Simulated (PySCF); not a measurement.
Identify the unknown among the candidates.

All candidates are C3H10Si.

* NMR, other nuclei: isotropic shieldings of nuclei other than C and H, by class: 392 (1 Si) ppm [GIAO B3LYP/pcSseg-1]
* UV, first state: lowest singlet excitation: 7.82 eV (159 nm, f = 0.002) [TDDFT wB97X-D/def2-SVPD]
* 13C NMR: chemical shifts (computed TMS as zero) by class: 21.7 (2 C), 13.8 (1 C) ppm [GIAO B3LYP/pcSseg-1]
* Polarisability: 67.0 au [wB97X-D/def2-SVPD]
* 1H NMR: chemical shifts (computed TMS as zero) by class: 3.69 (3 H), 1.12 (6 H), 0.88 (1 H) ppm [GIAO B3LYP/pcSseg-1]
* Rotational structure: rotational constants A, B, C: 7.382, 4.112, 2.969 GHz [PBE0-D3(BJ)/def2-SVP]
* XPS: Si2p3/2 106.4, C1s 290.2, C1s 290.6 (×2), Si1s 1846.2 eV [ΔSCF SCAN, pcX-2 on the ionised atom, pcseg-1 elsewhere, spin-free X2C, 2p3/2 from a spin–orbit splitting computed afterwards within the 2p shell]

Gas-phase values; electronic properties from PySCF, density fitting. Levels stand in brackets. Geometry: PBE0-D3(BJ)/def2-SVP; no solvent, vibrations or thermal averaging. NMR values are class means; diastereotopic atoms form classes of their own.

Question: Which candidate is it?
A. `[H][Si](C)(C)C` (SiHMe3)
B. `[H][Si]([H])([H])C(C)C` (Si(iPr)H3)
C. `[H][Si]([H])(C)CC` (SiH2MeEt)

Answer: B. It is `[H][Si]([H])([H])C(C)C`. 3 carbons fall into 2 classes; from least to most shielded: carbon bonded to C and 3 H (21.7 ppm, 2 C), carbon bonded to 2 C, Si and H (13.8 ppm). Hydrogen classes from least to most shielded: 3 H on a silicon bonded to C and 3 H (3.69 ppm), 6 H on 2 like atoms (carbon bonded to C and 3 H) (1.12 ppm), 1 H on a carbon bonded to 2 C, Si and H (0.88 ppm). The other shieldings belong to: 392 ppm, silicon bonded to C and 3 H. The core levels belong to: Si2p3/2 106.4 eV, silicon bonded to C and 3 H; C1s 290.2 eV, carbon bonded to 2 C, Si and H; C1s 290.6 eV, carbon bonded to C and 3 H; Si1s 1846.2 eV, silicon bonded to C and 3 H. The optimised geometry has point group Cs and is an asymmetric top.

The others, at the same levels:
- `[H][Si](C)(C)C` fails: it has 1 carbon class against 2; its computed 13C shifts are -2.0 (3 C) ppm, core binding energies are Si2p3/2 106.0, C1s 290.0 (×3), Si1s 1845.8 eV and 1H shifts are 4.17 (1 H), 0.09 (9 H) ppm.
- `[H][Si]([H])(C)CC` fails: its computed core binding energies are Si2p3/2 106.2, C1s 290.1, C1s 290.1, C1s 290.6, Si1s 1846.0 eV, lowest singlet excitation is 8.10 eV (153 nm, f = 0.019) (against 7.82 eV) and rotational constant A is 14.966 GHz (against 7.382 GHz).
